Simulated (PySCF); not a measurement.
Compound: C₆H₆O₂S.
Cartesian coordinates in Å at the GFN2-xTB level; atoms count from 1:
```xyz
15
C6H6O2S angstrom
C      3.2367    1.0026   -0.4803
C      2.1298    0.5475   -0.3611
C      0.8272    0.0915   -0.1815
C      0.2370   -1.0382   -0.5455
C     -1.2179   -1.2159   -0.2221
C     -1.6282   -0.1906    0.8192
S     -0.3955    1.1560    0.6350
O     -0.8665    2.1442   -0.2940
O      0.0512    1.6095    1.9210
H      4.2084    1.3807   -0.5967
H      0.7408   -1.8262   -1.0847
H     -1.3999   -2.2358    0.1244
H     -1.7919   -1.0795   -1.1441
H     -1.5158   -0.5578    1.8348
H     -2.6198    0.2202    0.6686
```

The calculation used PBE0/def2-SVPD in PySCF (dipole) on a GFN2-xTB geometry, gas phase.

Masses are those of the commonest isotopes; rigid-rotor values at the optimised geometry. The values belong to one conformer with, in the numbering `[CH:1]#[C:2][C:3]1=[CH:4][CH2:5][CH2:6][S:7]1(=[O:8])=[O:9]`, C3–C4–C5–C6 -16°, C4–C5–C6–S7 23°, C5–C6–S7–O8 92°, C2–C3–S7–C6 -169°.

(1) What are A, B and C (MHz)?

(2) What kind of rotor is it?

(3) What does the inertial defect say?

(4) Give the other two planar moments, Paa and Pbb, and the rms extents of the mass along the axes.

(5) Which lines would a microwave search look for?

(6) Estimate the classical rotational partition function at 25 K, 200 K and 500 K.

## Answers

(1) Ia = 238.84, Ib = 356.38, Ic = 491.23 u·Å²; 505379 MHz·u·Å²/I gives A = 2116, B = 1418, C = 1029 MHz.

(2) An asymmetric top. Ray's parameter κ = (2B − A − C)/(A − C) = -0.284; −1 is the prolate and +1 the oblate limit.

(3) Not planar: Δ = Ic − Ia − Ib = -103.99 u·Å². For a rigid frame Δ = −2 Σ m c², so Σ m c² = 51.99 u·Å² lies off the ab plane: 3.62 from hydrogen and 48.38 from heavier atoms. The atom farthest from that plane is 1.43 Å away.

(4) Paa = Σ m a² = (Ib + Ic − Ia)/2 = 304.38 and Pbb = Σ m b² = (Ia + Ic − Ib)/2 = 186.84 u·Å². With the mass M = 142.01 u, the rms extents √(P/M) along a, b and c are 1.46, 1.15, 0.61 Å.

(5) The dipole components are |μa| = 0.84 D, |μb| = 5.20 D, |μc| = 0.71 D. The squared components, which scale the intensities, stand as 0.03 : 1.00 : 0.02 (a : b : c). Some lines, for components of 0.1 D or more:

```csv
type,branch,"J(Ka,Kc)",MHz,lower level (cm⁻¹)
c,Q,"2(1,2) ← 2(0,2)",432,0.241
c,Q,"1(1,1) ← 1(0,1)",698,0.082
b,Q,"1(1,0) ← 1(0,1)",1087,0.082
a,Q,"2(1,1) ← 2(1,2)",1168,0.255
b,Q,"2(1,1) ← 2(0,2)",1600,0.241
b,Q,"2(2,0) ← 2(1,1)",2217,0.294
a,R,"1(0,1) ← 0(0,0)",2447,0.000
b,R,"1(1,1) ← 0(0,0)",3145,0.000
c,R,"1(1,0) ← 0(0,0)",3534,0.000
b,R,"2(0,2) ← 1(1,1)",4073,0.105
a,R,"2(1,2) ← 1(1,1)",4505,0.105
b,R,"2(1,2) ← 1(0,1)",5202,0.082
b,R,"2(2,1) ← 1(1,0)",7377,0.118
c,R,"2(2,0) ← 1(1,0)",7500,0.118
c,R,"2(2,1) ← 1(1,1)",7766,0.105
b,R,"2(2,0) ← 1(1,1)",7889,0.105
```

(6) Point group C1, symmetry number σ = 1; q = (√π/σ)·√((kT/h)³/(ABC)), k/h = 20836.6 MHz/K: 12000 at 25 K, 271000 at 200 K, 1070000 at 500 K.

Not checked by GFN2-xTB frequencies. Zero-point vibration and centrifugal distortion are left out.
